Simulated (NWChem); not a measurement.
# Si₂NH₅F₂; SMILES F[Si](F)(N)[SiH3]

```xyz
10

N     -1.5293    -1.0547    -0.3545
Si     0.0176    -0.4282    -0.0292
F      0.4938    -1.0916     1.3695
F      1.1565    -0.8927    -1.0918
Si     0.0280     1.9014     0.0523
H     -1.7660    -2.0165    -0.1349
H     -2.1153    -0.6763    -1.0888
H      1.4233     2.4186     0.1679
H     -0.5853     2.4312    -1.2052
H     -0.7793     2.3752     1.2159
```
Atoms are numbered in this order, from 1.

Level: PBE0/def2-SVP (NWChem), optimised geometry, unscaled harmonic frequencies. 

```csv
frequency (cm⁻¹),IR intensity (km/mol)
88,0.5
130,5.5
134,2.6
177,9.1
271,29.8
283,33.6
339,11.3
363,177.5
470,37.8
521,14.0
530,20.7
766,3.4
821,374.7
895,16.6
922,3.0
926,2.9
947,167.9
958,178.2
1531,73.0
2225,53.9
2242,66.1
2250,75.8
3616,54.4
3721,53.8
```

```yaml
zero_point_energy: 35.9 kcal/mol
thermal correction to the enthalpy at 298.15 K (with zero-point energy): 41.7 kcal/mol
heat capacity Cv: 27.6 cal/(mol K)
entropy at 298.15 K and 1 atm (symmetry number 1): 87.8 cal/(mol K)
dipole_moment: 2.59 D
```

Rigid rotor and harmonic oscillator; modes under 100 cm⁻¹ make the entropy uncertain.
